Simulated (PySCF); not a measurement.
NMR data simulated for an unnamed compound:

1H NMR (500 MHz, computed): δ 6.36 (m, 1H), 6.19 (m, 1H), 5.77 (m, 1H), 5.08 (s, 3H), 3.68 (s, 3H).

13C{1H} NMR (computed): δ 151.3 (C), 121.1 (CH), 110.9 (CH), 100.2 (CH), 37.6 (CH3).

[PySCF 2.14.0 with density-fitted response routines: shielding tensors at PBE0/pcSseg-1 (GIAO); geometry from GFN2-xTB; non-relativistic Hamiltonian; equivalent nuclei averaged; one computed conformer; in vacuum]

Shifts are taken against calculated references (same method and geometry level): 1H, 13C vs TMS.

Q: Which of these does the molecule contain: an N-methyl group, a CH3CH2 unit, a heteroaromatic ring, an amide, a CF3 group, a Si–H bond?

A: 
- An N-methyl group: yes (δC 37.6; δH 3.68 (s)).
- A CH3CH2 unit: no.
- A heteroaromatic ring: yes.
- An amide: no.
- A CF3 group: no.
- A Si–H bond: yes (δH 5.08 (s)).

The data belong to SMILES Cn1ccc(O[SiH3])c1, C₅H₉NOSi; they needn't prove each group on their own.

Carbon signals by region: 4 in the sp2 and nitrile region (100–160 ppm), 1 below 50 ppm.

Shifts are as computed. Against solution values, carbons near 30 ppm lie about +3 ppm off and those near 130 ppm about +5 ppm. Of 1211 compounds with measured shifts, 218 miss one by over three times the rms of a fit or turn the order of signals round; such compounds aren't used in these exercises. Multiplicities follow the n + 1 count of equivalent neighbours, as no J values were calculated; m marks all less simple cases, F and P coupling included.
